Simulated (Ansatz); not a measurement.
Start from `OCB(O)O` and change one atom or group to get `OB(O)S`.

Ansatz, PBE0-D4/def2-TZVP geometries, multiplicity 1. Each molecule was computed in one conformer, which needn't be the lowest.

| property | `OCB(O)O` |
| --- | --- |
| LUMO energy (PBE0/def2-TZVPP) / eV | 0.71 |
| HOMO energy (ωB97M-V/def2-TZVPP) / eV | -10.63 |
| LUMO energy (B3LYP/def2-TZVPP) / eV | 0.33 |
| size of the dipole moment (B3LYP/def2-TZVPP) / D | 1.38 |
| HOMO–LUMO gap (PBE0/def2-TZVPP) / eV | 8.88 |
| HOMO energy (PBE0/def2-TZVPP) / eV | -8.17 |

Q: What does the change do to each property? (An estimate is asked.)

A: The calculation gave: 
```csv
property,`OB(O)S`,shift
LUMO energy (PBE0/def2-TZVPP) / eV,0.09,-0.62
HOMO energy (ωB97M-V/def2-TZVPP) / eV,-9.82,0.81
LUMO energy (B3LYP/def2-TZVPP) / eV,-0.26,-0.59
size of the dipole moment (B3LYP/def2-TZVPP) / D,2.33,0.95
HOMO–LUMO gap (PBE0/def2-TZVPP) / eV,7.70,-1.18
HOMO energy (PBE0/def2-TZVPP) / eV,-7.61,0.56
```

With PBE0 the HOMO rises by 0.56 eV and the LUMO falls by 0.62 eV, so the gap narrows by about 1.18 eV. PBE moves the HOMO by 0.12 eV and ωB97M-V by 0.81 eV. Dipoles are sizes alone; their direction can turn.

B3LYP here is the variant with VWN-RPA as its local correlation; programs differ in this.
